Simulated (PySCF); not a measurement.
Relaxation of singlet H₃WN

All numbers come from PySCF, PBE0, basis W def2-TZVP with ECP60, N def2-TZVP, H def2-TZVP (scalar-relativistic core potentials, no spin–orbit coupling, density fitting). A (50,194) grid was used.

A hand-made square planar start, of C2v symmetry, held to at least that symmetry:

```xyz
5
charge 0 multiplicity 1, angstrom
W     0.0000    0.1169    0.0000
N     0.0000   -1.6831    0.0000
H     1.6900    0.1169    0.0000
H     0.0000    1.8069    0.0000
H    -1.6900    0.1169    0.0000
```

Optimiser trace:
```csv
step,E − E(last) (kJ/mol),largest gradient (Eh/bohr)
0,162.95,0.23150
1,48.74,0.04083
2,22.54,0.01680
3,10.65,0.01141
4,6.82,0.01158
5,2.52,0.00700
6,0.70,0.00574
7,0.28,0.00371
8,0.06,0.00124
9,0.00,0.00041
10,0.00,0.00005
```

It ends at C2v with W–H 1.757 Å (×2), W–H 1.918 Å, W–N 1.655 Å; H–W–H 70.4° (×2), H–W–H 140.8°, H–W–N 109.6° (×2), H–W–N 180.0°. A frequency run shows 3 imaginary modes, down to 1048i cm⁻¹, so it is a higher-order saddle point.

With an element this heavy the missing spin–orbit coupling can shift these numbers.
